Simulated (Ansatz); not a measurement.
## Worked example: C2H4Ge → GeH3(CC) + H

Species: C2H4Ge `C#[C][GeH3]`, singlet; GeH3(CC), doublet; H atom, doublet. 

Shapes, held fixed at every level: PBE0-D4/def2-TZVP. Programs: Ansatz 0.2.0. The zero-point and thermal change to 298 K, harmonic and unscaled (PBE0-D4/def2-TZVP), is -24.1 kJ/mol.

At B2PLYP/def2-TZVPP; 1 Eh = 2625.50 kJ/mol:

| species | energy (Eh) |
| --- | --- |
| C2H4Ge | -2155.132767 |
| GeH3(CC) | -2154.413569 |
| H | -0.498613 |

Problem. Work out ΔH(298 K) of the reaction at this level.

Solution. 
1. Products less reactants: (-2154.413569) + (-0.498613) − [(-2155.132767)] = 0.220585 Eh = +579.1 kJ/mol.
2. With the thermal change: +579.1 + (-24.1) = +555.0 kJ/mol.

Other levels give +422.4 (HF/def2-TZVPP) to +596.5 kJ/mol (SPW92/def2-TZVPP). No measured value is set beside it here. Spin contamination: GeH3(CC) (⟨S²⟩ up to 1.14). Open shells run unrestricted unless RO is named. Relativity is left out for Ge unless named. Correlated rows may include outer-core shells of Ge, which these sets cover unevenly.
